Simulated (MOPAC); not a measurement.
A run for MOPAC: AM1 on CSe+, 2S+1 = 2, a spin state set in the input, which need not be the lowest, a point of a bond scan (R = 1.631 Å). Charge +1.

```
AM1 1SCF PRECISE CHARGE=1 UHF MS=0.5 THREADS=1
CSe

C      0.00000000 1     0.00000000 1     0.00000000 1
Se     0.00000000 1     0.00000000 1     1.63098300 1
```

Output:

```
*******************************************************************************
 **                                                                           **
 **                              MOPAC v23.2.5                                **
 **                                                                           **
 *******************************************************************************
 ** MOPAC's Digital Object Identifier: https://doi.org/10.5281/zenodo.6511958 **
 **                                                                           **
 ** Please cite the open-source release paper for use of this MOPAC version:  **
 ** J. E. Moussa and J. J. P. Stewart (2026)                                  **
 ** MOPAC: An open-source semiempirical molecular orbital program             **
 ** J. Open Source Softw., 11(119), 8025, https://doi.org/10.21105/joss.08025 **
 *******************************************************************************

                              AM1 CALCULATION RESULTS

 *******************************************************************************
 *  AM1        - The AM1 Hamiltonian to be used
 *  UHF        - UNRESTRICTED HARTREE-FOCK CALCULATION
 *
 *
 *
 *                 CHARGE ON SYSTEM = +1
 *
 *
 *
 *  MS=        - IN MECI, MAGNETIC COMPONENT OF SPIN =  0.5
 *  PRECISE    - TIGHTER CRITERIA TO BE USED
 *  1SCF       - DO 1 SCF AND THEN STOP
 *  THREADS=1  - MULTI-THREADING NOT USED
 *  T=         - A TIME OF 172800.0 SECONDS REQUESTED
 *  DUMP=N     - RESTART FILE WRITTEN EVERY 7200.0 SECONDS REQUESTED
 *******************************************************************************
AM1 1SCF PRECISE CHARGE=1 UHF MS=0.5 THREADS=1
 CSe

   ATOM   CHEMICAL          X               Y               Z
  NUMBER   SYMBOL      (ANGSTROMS)     (ANGSTROMS)     (ANGSTROMS)

     1       C          0.00000000  *   0.00000000  *   0.00000000  *
     2      Se          0.00000000  *   0.00000000  *   1.63098300  *



          CARTESIAN COORDINATES

    NO.       ATOM           X           Y           Z

     1         C          0.0000      0.0000      0.0000
     2        Se          0.0000      0.0000      1.6310

  C: (AM1): M.J.S. DEWAR ET AL, J. AM. CHEM. SOC. 107 3902-3909 (1985)
 Se: (AM1): J. J. P. STEWART, J. MOL. MOD., 10, 155-164 (2004)

           Empirical Formula: C Se  =     2 atoms



      MOLECULAR POINT GROUP   :   C*v


          UHF CALCULATION, NO. OF ALPHA ELECTRONS =    5
                           NO. OF BETA  ELECTRONS =    4

 -------------------------------------------------------------------------------
 AM1 1SCF PRECISE CHARGE=1 UHF MS=0.5 THREADS=1
 CSe



     1SCF WAS SPECIFIED, SO BFGS WAS NOT USED
     SCF FIELD WAS ACHIEVED


                              AM1 CALCULATION
                                                       MOPAC v23.2.5 Linux




          FINAL HEAT OF FORMATION =        355.44908 KCAL/MOL =    1487.19894 KJ/MOL


          COSMO AREA              =         77.81 SQUARE ANGSTROMS
          COSMO VOLUME            =         61.99 CUBIC ANGSTROMS

          IONIZATION POTENTIAL    =         14.779816 EV
          ALPHA SOMO LUMO (EV)    =        -14.993 -6.468
          BETA  SOMO LUMO (EV)    =        -14.780 -9.473
          NO. OF ALPHA ELECTRONS  =          5
          NO. OF BETA  ELECTRONS  =          4
          MOLECULAR WEIGHT        =         90.9710         POINT GROUP:  C*v

          MOLECULAR DIMENSIONS (Angstroms)

            Atom       Atom       Distance
           Se     2    C     1     1.63098
           Se     2    C     1     0.00000
            C     1   Se     2     0.00000


          SCF CALCULATIONS        =          1





   ATOM   CHEMICAL          X               Y               Z
  NUMBER   SYMBOL      (ANGSTROMS)     (ANGSTROMS)     (ANGSTROMS)

     1       C          0.00000000  *   0.00000000  *   0.00000000  *
     2      Se          0.00000000  *   0.00000000  *   1.63098300  *

                             CARTESIAN COORDINATES

   1    C        0.000000000     0.000000000     0.000000000
   2   Se        0.000000000     0.000000000     1.630983000


           Empirical Formula: C Se  =     2 atoms



      MOLECULAR POINT GROUP   :   C*v


          ALPHA EIGENVALUES
 -32.29160 -22.34105 -16.05615 -15.41568 -14.99329  -6.46792  -5.83082  -5.27604


           BETA EIGENVALUES
 -31.01747 -19.33675 -15.36570 -14.77982  -9.47269  -6.22078  -5.27849  -4.93571


              NET ATOMIC CHARGES AND DIPOLE CONTRIBUTIONS

  ATOM NO.   TYPE          CHARGE      No. of ELECS.   s-Pop       p-Pop
    1          C          -0.237970        4.2380     1.87491     2.36306
    2         Se           1.237970        4.7620     1.95812     2.80391
 DIPOLE           X         Y         Z       TOTAL
 POINT-CHG.     0.000     0.000     2.899     2.899
 HYBRID         0.000    -0.000     0.076     0.076
 SUM            0.000    -0.000     2.975     2.975


          ATOMIC ORBITAL ELECTRON POPULATIONS

     Atom    s        px        py        pz
    1  C   1.87491   0.75891   0.26965   1.33450
    2 Se   1.95812   1.24109   0.73035   0.83247


                    (SZ)    =    0.500000
                    (S**2)  =    0.805896


          ATOMIC ORBITAL SPIN POPULATIONS

    Atom   Total    s     px     py     pz
         Atomic
    1  C  0.0008  0.008 -0.218  0.270 -0.059
    2 Se  0.9992  0.012  0.218  0.730  0.039

 **********************
 *                    *
 * JOB ENDED NORMALLY *
 *                    *
 **********************




 == MOPAC DONE ==
```

The run finished.

Cost: roughly 0.03 core-seconds.
